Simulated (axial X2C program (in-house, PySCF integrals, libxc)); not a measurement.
# Bond lengths and stretching modes, held linear, of TiNC

Computed with an axial X2C code built on PySCF integrals: two-component X2C with atomic mean-field Coulomb and Gaunt terms, Gaussian nuclei, basis Ti dyall-v3z, N dyall-av3z, C dyall-v3z with contracted cores. Spin-free rows use the one-electron spin-free X2C Hamiltonian.

Masses Ti 47.948, N 14.003, C 12.000 u. States: 2c Ω = 3/2 (beyond evenly filled blocks: ω = 3/2); spin-free M_S = 3/2, Λ = 3 (beyond evenly filled blocks: σα, π+α, δ+α).

BHandHLYP, 2c: energies above the lowest point

```tsv
r(Ti–N) (Å)	r(N–C) (Å)	E (meV)
1.9266	1.1476	57.42
1.9266	1.1770	50.00
1.9266	1.2064	133.19
1.9760	1.1476	9.36
1.9760	1.1770	4.95
1.9760	1.2064	91.21
1.9760	1.2359	252.77
2.0254	1.1476	1.93
2.0254	1.1770	0.00
2.0254	1.2064	88.76
2.0748	1.1770	27.59
2.0748	1.2359	284.59
```

Question: Fit a quadratic surface with cubic terms in each bond: where is the minimum, and what are the two stretching wavenumbers?

Answer: At BHandHLYP, 2c: bonds 2.009 and 1.163 Å; harmonic stretches 476.2 and 2198.7 cm⁻¹; force constants 2.29, 18.2 and coupling 0.28 mdyn/Å.

The other levels and Hamiltonians give:

```json
{"Hamiltonian": "2c", "level": "PBE0", "r(Ti–N) (Å)": "1.977", "r(N–C) (Å)": "1.176", "lower stretch (cm⁻¹)": "480.2", "upper stretch (cm⁻¹)": "2116.4"}
{"Hamiltonian": "2c", "level": "HF", "r(Ti–N) (Å)": "2.071", "r(N–C) (Å)": "1.155", "lower stretch (cm⁻¹)": "446.7", "upper stretch (cm⁻¹)": "2278.6"}
{"Hamiltonian": "2c", "level": "MP2", "r(Ti–N) (Å)": "2.017", "r(N–C) (Å)": "1.188", "lower stretch (cm⁻¹)": "461.0", "upper stretch (cm⁻¹)": "2060.6"}
{"Hamiltonian": "spin-free", "level": "PBE0", "r(Ti–N) (Å)": "1.977", "r(N–C) (Å)": "1.176", "lower stretch (cm⁻¹)": "480.3", "upper stretch (cm⁻¹)": "2116.1"}
{"Hamiltonian": "spin-free", "level": "HF", "r(Ti–N) (Å)": "2.071", "r(N–C) (Å)": "1.155", "lower stretch (cm⁻¹)": "446.8", "upper stretch (cm⁻¹)": "2278.4"}
{"Hamiltonian": "spin-free", "level": "BHandHLYP", "r(Ti–N) (Å)": "2.009", "r(N–C) (Å)": "1.163", "lower stretch (cm⁻¹)": "476.3", "upper stretch (cm⁻¹)": "2198.5"}
{"Hamiltonian": "spin-free", "level": "MP2", "r(Ti–N) (Å)": "2.017", "r(N–C) (Å)": "1.188", "lower stretch (cm⁻¹)": "461.2", "upper stretch (cm⁻¹)": "2060.8"}
```

Each state is one determinant, the lowest of a limited PBE0 search; the stretches come from a fit to these few points and carry an uncertainty of a few per cent. Other orders of the atoms were not compared. MP2 freezes inner shells (threshold -2 hartree). The molecule was held linear; bending was not examined, so a bent shape may lie lower. Note: functional without a current term on a determinant with orbital currents, of the molecule or an atom. Note: several unpaired electrons, one determinant need not be a pure state.
